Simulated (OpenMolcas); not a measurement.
## CH5FOSi (SMILES C[SiH](O)F): name the method

CH5FOSi: 9 atoms, total charge 0, spin state singlet. As SMILES, `C[SiH](O)F`. The coordinates come from a PBE0-D4/def2-TZVP relaxation. This is one conformer, not always the lowest.

```xyz
9

C    -1.0592    0.3827    0.2021
Si    0.5987   -0.0594   -0.4917
O     1.6998   -0.4260    0.6588
F     0.3861   -1.3192   -1.4572
H    -1.7593    0.6242   -0.6015
H    -0.9821    1.2517    0.8601
H    -1.4840   -0.4450    0.7767
H     1.2140    1.0180   -1.2926
H     1.4746   -1.0731    1.3282
```

A calculation with OpenMolcas 26.06 gave:

| Property | Result |
| --- | --- |
| total energy | -505.4673 Eh |
| dipole moment | 2.12 D |
| HOMO energy | -7.07 eV |
| LUMO energy | 0.39 eV |
| HOMO–LUMO gap | 7.46 eV |
| largest force | 1.603 eV/Å |

Task: Which of these levels gave the numbers?
A. B3LYP/6-31G* (Cartesian functions)
B. r2SCAN/def2-SVP
C. BLYP/def2-SVP
D. PBE0/def2-SVP

Result: C. The others give -505.7867 Eh (B3LYP/6-31G* (Cartesian functions)), -505.3987 Eh (r2SCAN/def2-SVP), -505.1824 Eh (PBE0/def2-SVP).
